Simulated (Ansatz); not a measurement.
Reaction (redistribution): `[SiH3][O][SnH3]` + `[NH2][Al]([Br])[Br]` → `N[SiH2][O][SnH3]` + `[Br][AlH][Br]`

Calculated with Ansatz (gas phase, PBE0-D4/def2-TZVP geometries, no zero-point term in ΔE). CCSD(T)/CBS is the MP2 limit (def2-TZVPP, def2-QZVPP) plus CCSD(T) − MP2 in def2-TZVPP, frozen cores. Functionals use def2-TZVPP. Elements past krypton have def2 core potentials. For Br, Sn outer-core shells are correlated without core-valence functions, which leaves a few kJ/mol of doubt a bond. Scalar relativity is left out up to krypton. One conformer a species, not always the lowest.

(1) Is it downhill or uphill in electronic energy at CCSD(T)/CBS, and by how much? (Best estimate.)

(2) What do these levels give: r2SCAN-D4, B2PLYP, PBE0, HF/def2-TZVPP, CCSD/def2-TZVPP, CCSD(T)/def2-TZVPP? (An estimate is asked.)

Largest T1 diagnostic among the species: 0.013.

Results:

(1) The calculation gave: Uphill: ΔE = +6.1 kcal/mol.

(2) Computed: r2SCAN-D4 6.4, B2PLYP 7.0, PBE0 5.9, HF/def2-TZVPP 7.4, CCSD/def2-TZVPP 7.0, CCSD(T)/def2-TZVPP 6.7 kcal/mol.
